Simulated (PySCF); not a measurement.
# Dipole response of B⁻ (boron, charge -1)

[He] 2s2 2p2, high-spin 3P determinant. All numbers are calculated (PySCF 2.14, scalar relativity by spin-free X2C-1e, in aug-cc-pCVQZ-DK). Coupled (time-dependent) response in atomic units; α is the mean over directions.

```csv
method,mean α (bohr³),"α xx, yy, zz",C₆ (like pair),S(−4)
UHF,124.3,"61.42, 155.8, 155.8",1319,16610
wB97X-V,130.0,"66.76, 161.6, 161.6",1419,18060
```

S(−4) is the Cauchy moment in α(ω) = α(0) + S(−4) ω² + …

α(iu) at UHF:

```csv
u (hartree),α(iu) (bohr³)
0,124.3
0.0500,96.95
0.100,66.84
0.200,36.01
0.300,21.89
0.500,10.35
0.750,5.333
1.00,3.252
1.50,1.582
2.00,0.9381
3.00,0.4454
5.00,0.1744
```

A single London oscillator, α(iu) = α/(1 + u²/ω²), gives C₆ = (3/4) ω α². Matching the computed C₆ needs ω = 4 × 1319 / (3 × 124.3²) = 0.114 hartree.

For an ion, C₆ is the dispersion term alone; charge-induced terms of lower order in 1/R come first.

The components differ because the open shell of this determinant is not spherical; for a pure term their mean is the scalar polarisability.
